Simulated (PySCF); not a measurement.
# C2H4S: core ionisation energies

Species: thiirane, C2H4S.
Numbering: `[CH2:1]1[CH2:2][S:3]1`

Computed, not measured: delta-SCF UKS SCAN, pcX-2 on the ionised atom, pcseg-1 elsewhere, spin-free X2C in PySCF. These are vertical core ionisation energies against the vacuum level, from separate self-consistent calculations with and without the core hole.

Question: What binding energy does each computed site have?

Answer: 
```
atom(s)                 environment  level  binding energy (eV)  count
  C1/C2  sp3 carbon bound to sulfur   C 1s               291.74      2
     S3              sulfide sulfur   S 1s              2477.04      1
```

Question: Express the binding energy of S 1s of S3 in atomic units and per mole.

Answer: 2477.04 eV = 91.0295 Eh = 238998 kJ/mol.

The first atom of each set that the bonding makes equivalent was ionised and stands for the set. Not every level is listed. Isolated species at its PBE0-D3(BJ)/def2-SVP geometry, gas phase.

---

# Core-level binding energies of germanium monoxide

Compound: germanium monoxide, GeO.
Numbering: `[O+:1]#[Ge-:2]`

Computed with PySCF 2.14.0, delta-SCF UKS SCAN, pcX-2 on the ionised atom, pcseg-1 elsewhere, spin-free X2C. Binding energies are ΔSCF values: E(core-ionised, relaxed orbitals) − E(ground state) at a fixed geometry, referred to the vacuum level.

Give the core binding energies atom by atom.

```csv
atom(s),bonded to,level,binding energy (eV),count
O1,Ge (triple bond),O 1s,536.93,1
```

Express the binding energy of O 1s of O1 in atomic units and per mole.

536.93 eV = 19.7318 Eh = 51806 kJ/mol.

Which photon wavelength matches the O 1s of O1 threshold?

λ = hc/E = 12398.42 eV Å / 536.93 eV = 23.091 Å.

No level of germanium is listed. Isolated species at its PBE0-D3(BJ)/def2-SVP geometry, gas phase.
